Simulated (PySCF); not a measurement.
All values below come from B3LYP-D3(BJ)/def2-TZVP // BP86-D3(BJ)/def2-SVP (PySCF 2.14.0). All species are isolated molecules in the gas phase. B3LYP has the VWN-RPA correlation part, as in Gaussian. 

Reference species: [Zr(Cl)3] (neutral, multiplicity 2).

The charge on the central atom (Mulliken) comes out as 1.10 e and the coordination number is 3.

Changed species: [Ti(Cl)3] (M = Ti, multiplicity 2; the reference has M = Zr, multiplicity 2).

Question: What does the change do to the charge on the central atom (Mulliken) and coordination number?

Answer: the charge on the central atom (Mulliken) decreases by 0.06 e, to 1.04 e; the coordination number hardly moves.
